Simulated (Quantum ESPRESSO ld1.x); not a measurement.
Results of a calculation; reference values are marked as such.
Question: Ionisation of C2+, [He] 2s2, to C3+, [He] 2s1, under several functionals. Scalar-relativistic Kohn-Sham, spin-unpolarised, spherical densities, point nucleus; ld1.x of Quantum ESPRESSO 7.5. The NIST Atomic Spectra Database gives 47.888 eV (measured). Rank these functionals by the error of their Delta-SCF ionisation energy: BP86; exchange-only PBE; Slater X-alpha with alpha = 1; exchange-only B88; PBEsol; revPBE; PW86 exchange with PBE correlation; Wu-Cohen GGA; rPW86 exchange with PBE correlation.

Answer: From best to worst: PBEsol 47.964 eV (+0.076); Wu-Cohen GGA 48.045 eV (+0.158); revPBE 48.211 eV (+0.324); BP86 48.276 eV (+0.388); PW86 exchange with PBE correlation 48.313 eV (+0.426); exchange-only B88 47.353 eV (-0.534); rPW86 exchange with PBE correlation 48.432 eV (+0.544); exchange-only PBE 47.323 eV (-0.564); Slater X-alpha with alpha = 1 51.979 eV (+4.092). Spin polarisation and multiplet splitting are left out, so open shells lie too high by an amount that depends on their filling.

Beside tabulated values, note that spin-unpolarised runs miss the spin-polarisation part of the exchange energy of open shells.
